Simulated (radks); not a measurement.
The nitrogen ion N+, 6 electrons, occupied as [He] 2s2 2p2 (the NIST ground configuration). Method: Dirac Kohn-Sham, PBEsol, spin-unpolarised, spherical densities, point nucleus; open shells are shared between the two j in proportion to 2j + 1; speed of light set to 1370.36 atomic units (10 times the physical value, a model run); computed with a radial shooting solver on a logarithmic mesh with Libxc functionals.

Normalised radial functions P(r) = r R(r) (large component), r in bohr:

```
   r/bohr * 1s1/2 (the largest magnitude, 1.87, reaches the edge; | marks zero)
  0.02018 |                 *
  0.02484 |                     *
  0.03035 |                        *
  0.03736 |                             *
    0.046 |                                 *
  0.05664 |                                      *
  0.06973 |                                           *
  0.08517 |                                                *
   0.1049 |                                                   *
   0.1291 |                                                      *
    0.159 |                                                      *
   0.1942 |                                                    *
    0.239 |                                                *
   0.2943 |                                         *
   0.3624 |                                *
   0.4461 |                       *
   0.5449 |               *
   0.6709 |        *
    0.826 |   *
    1.017 | *
    1.242 |*
    1.529 *
    1.883 *
    2.318 *
    2.854 *
    3.486 *
    4.293 *
```

1s1/2: eigenvalue -399.78 eV, 0 radial nodes, <r> = 0.230 bohr, 90 % of the charge inside 0.413 bohr.
